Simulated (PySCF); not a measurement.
Ag: excitation energy

Ag [Kr] 4d10 5s1 (2S) → Ag [Kr] 4d9 5s1 5p1 (high-spin determinant), as a difference of total energies. Calculation: PySCF 2.14, in aug-cc-pVDZ-PP with ECP28MDF (5s5p4d2f, 54 functions); scalar relativity through the core potential. Correlated levels: valence: 4s2 4p6 frozen. The calculations carry no spin-orbit coupling.

```tsv
method	excitation energy (cm⁻¹)
UHF	46135
MP2 (valence)	60424
SCS-MP2 (valence)	59808
CCSD (valence)	57387
CCSD(T) (valence)	58073
```

The determinant of the upper state mixes LS terms, which raises its energy above the lowest term, most at the Hartree-Fock and MP2 levels.
